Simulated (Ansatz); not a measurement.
Computed with Ansatz on PBE0-D4/def2-TZVP structures; ΔE is electronic, products minus reactants. CCSD(T)/CBS adds triple-zeta CCSD(T) − MP2 to the extrapolated MP2 energy (def2 sets, frozen cores). DFT in def2-TZVPP. B3LYP here is the variant with VWN-RPA as its local correlation; programs differ in this. Elements past krypton have def2 core potentials. For Ge, I outer-core shells are correlated without core-valence functions, which leaves a few kJ/mol of doubt a bond. Scalar relativity is left out up to krypton. Each species was taken in one conformer, which may not be the lowest.

Reaction (redistribution): `[Cl][GeH]1[CH2][O]1` + `FC[SiH2]CI` → `F[CH2][GeH]1[CH2][O]1` + `Cl[SiH2]CI`

```csv
level,ΔE (kJ/mol),difference from CCSD(T)/CBS
PBE-D4,-14.9,5.1
r2SCAN-D4,-15.5,4.5
PBE0-D4,-15.6,4.4
B3LYP-D4,-14.9,5.1
ωB97X-V,-15.2,4.8
ωB97M-V,-16.2,3.8
B2PLYP,-16.7,3.3
PBE,-15.4,4.6
r2SCAN,-15.7,4.3
PBE0,-16.1,3.9
B3LYP,-15.6,4.4
HF/def2-TZVPP,-12.8,7.2
MP2/def2-TZVPP,-20.4,-0.4
SCS-MP2/def2-TZVPP,-18.5,1.5
CCSD/def2-TZVPP,-17.5,2.5
CCSD(T)/def2-TZVPP,-17.2,2.8
HF/def2-QZVPP,-12.6,7.4
MP2/def2-QZVPP,-21.9,-1.9
SCS-MP2/def2-QZVPP,-19.8,0.2
HF/CBS(def2),-12.5,7.5
MP2/CBS(def2),-23.2,-3.2
CCSD/CBS(def2),-20.3,-0.3
CCSD(T)/CBS,-20.0,0
```

Largest T1 diagnostic among the species: 0.014.

In def2-TZVPP, CCSD(T) changes the Hartree–Fock value by −4.4 kJ/mol (the triples alone add +0.3 kJ/mol) and MP2 by −7.6 kJ/mol.
